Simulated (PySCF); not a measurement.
Mapped SMILES: `[OH:1][C@@:2]12[CH2:3][C@@H:4]1[C@H:5]2[O:6][C:7]([F:8])([F:9])[F:10]`; H(Xn) means a hydrogen on atom n. Ha(C3) is cis to C5 on the ring; Hb(C3) is trans to C5 on the ring.

GIAO PBE0/pcSseg-1 shifts (PySCF 2.14.0 with density-fitted response routines, gas phase, non-relativistic, equivalent atoms averaged), each against references optimised in the same way as the molecule (H2O, TMS, CFCl3).

On the GFN2-xTB geometry: O6 130.1, O1 8.8, C7 131.1, C5 70.8, C2 57.0, C3 22.3, C4 10.3, F8/F9/F10 -73.2, H(C5) 3.16, H(C4) 2.26, Hb(C3) 1.94, H(O1) 1.82, Ha(C3) 0.48 ppm.

**Question.** What changes on the PBE0-D3(BJ)/def2-SVP geometry?

**Answer.** 
```
    atoms  δ (ppm)  change
       O6    134.6    +4.5
       O1      5.3    -3.5
       C7    128.5    -2.6
       C5     67.4    -3.4
       C2     55.9    -1.1
       C3     19.8    -2.5
       C4     10.0    -0.3
F8/F9/F10    -70.8    +2.4
    H(C5)     3.23   +0.07
    H(C4)     2.23   -0.03
   Hb(C3)     1.85   -0.09
    H(O1)     2.04   +0.22
   Ha(C3)     0.70   +0.22
```

Unscaled 19F shifts against computed CFCl3 carry errors that often reach 10 to 50 ppm.

Bonds between heavy atoms that differ most (equivalent bonds averaged): O6–C7 1.316 → 1.334 Å, C5–O6 1.435 → 1.418 Å, C2–C3 1.491 → 1.474 Å, C4–C5 1.501 → 1.488 Å, C5–C2 1.497 → 1.486 Å. Mean change of bonds to hydrogen: O–H -0.000 Å, C–H +0.017 Å.
